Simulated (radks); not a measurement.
The numbers below are computed, except where a source is named.
Ionisation of neutral argon, [Ar], to Ar+, [Ne] 3s2 3p5, under several functionals. Dirac Kohn-Sham, spin-unpolarised, spherical densities, finite nucleus; open shells are shared between the two j in proportion to 2j + 1; a radial shooting solver on a logarithmic mesh with Libxc functionals.

functional                                        E(Ar) (hartree)  Exc (hartree)  IE (eV)  -e(HOMO) (eV)  <r> HOMO (bohr)  IE error (eV)
LDA (Slater exchange, Perdew-Zunger correlation)       -527.80872      -29.35622   16.158         10.326            1.669         +0.398
revPBE                                                 -529.34393      -30.94238   16.024         10.171            1.667         +0.264
BP86                                                   -529.48634      -31.08523   16.142         10.300            1.666         +0.383
PBE                                                    -529.23139      -30.82423   16.058         10.211            1.668         +0.298
XLYP                                                   -529.58693      -31.18343   15.955         10.118            1.673         +0.195
B86b exchange with PBE correlation                     -529.41540      -31.01409   16.083         10.232            1.667         +0.323
Wu-Cohen GGA                                           -528.93730      -30.52486   16.035         10.186            1.665         +0.276

NIST Atomic Spectra Database: 15.760 eV (measured). Closest: XLYP. The Delta-SCF values span 0.20 eV, the total energies 1.78 hartree. The highest occupied level is 3p3/2. Spin polarisation and multiplet splitting are left out, so open shells lie too high by an amount that depends on their filling.

Beside tabulated values, note that spin-unpolarised runs miss the spin-polarisation part of the exchange energy of open shells.
